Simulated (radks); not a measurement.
Values are calculated unless marked as measured or tabulated.
Sm28+, 34 electrons, occupied as [Ar] 3d10 4s2 4p4.

Code: a radial shooting solver on a logarithmic mesh with Libxc functionals. Model: Dirac Kohn-Sham, PBE, spin-unpolarised, spherical densities, point nucleus; open shells are shared between the two j in proportion to 2j + 1.

Energy parts (hartree):
total: -10043.3663
kinetic: 10923.8918
electron-nucleus: -23342.1118
Hartree: 2575.4739
exchange-correlation: -200.6202

Orbitals (lengths in bohr, moments of r in powers of bohr; <r^-3> diverges for s and p1/2; r(max) is where P^2 peaks):
1s1/2: occ. 2; eigenvalue (hartree) -1749.752; <r> 0.02274; r(max) 0.01449; small-component weight 5.31e-02
2s1/2: occ. 2; eigenvalue (hartree) -315.5804; <r> 0.09638; r(max) 0.08226; small-component weight 1.17e-02
2p1/2: occ. 2; eigenvalue (hartree) -301.0811; <r> 0.08064; r(max) 0.06234; small-component weight 1.17e-02
2p3/2: occ. 4; eigenvalue (hartree) -278.8806; <r^-3> 8907; <r> 0.08724; r(max) 0.06796; small-component weight 1.09e-02
3s1/2: occ. 2; eigenvalue (hartree) -95.37879; <r> 0.2517; r(max) 0.2325; small-component weight 3.75e-03
3p1/2: occ. 2; eigenvalue (hartree) -89.19747; <r> 0.2410; r(max) 0.2194; small-component weight 3.69e-03
3p3/2: occ. 4; eigenvalue (hartree) -84.57887; <r^-3> 1914; <r> 0.2532; r(max) 0.2311; small-component weight 3.48e-03
3d3/2: occ. 4; eigenvalue (hartree) -74.01015; <r^-3> 321.2; <r> 0.2242; r(max) 0.1836; small-component weight 3.35e-03
3d5/2: occ. 6; eigenvalue (hartree) -72.99399; <r^-3> 288.0; <r> 0.2280; r(max) 0.1869; small-component weight 3.29e-03
4s1/2: occ. 2; eigenvalue (hartree) -42.13114; <r> 0.5225; r(max) 0.5097; small-component weight 1.49e-03
4p1/2: occ. 1.33333; eigenvalue (hartree) -39.61255; <r> 0.5237; r(max) 0.5091; small-component weight 1.44e-03
4p3/2: occ. 2.66667; eigenvalue (hartree) -38.25782; <r^-3> 570.8; <r> 0.5421; r(max) 0.5285; small-component weight 1.38e-03
4d3/2: occ. 0; eigenvalue (hartree) -34.11589; <r^-3> 91.72; <r> 0.5382; r(max) 0.5179; small-component weight 1.28e-03
4d5/2: occ. 0; eigenvalue (hartree) -33.82757; <r^-3> 82.07; <r> 0.5434; r(max) 0.5234; small-component weight 1.26e-03
5s1/2: occ. 0; eigenvalue (hartree) -23.66454; <r> 0.9057; r(max) 0.9290; small-component weight 7.77e-04

The highest occupied level is 4p3/2 at -1041.0 eV. Summed over all electrons, <r^2> = 3.166 bohr^2, which gives a Langevin (diamagnetic) susceptibility term of -2.51 x 10^-6 cm^3/mol. The density falls to 0.001 e/bohr^3 at r = 1.29 bohr.
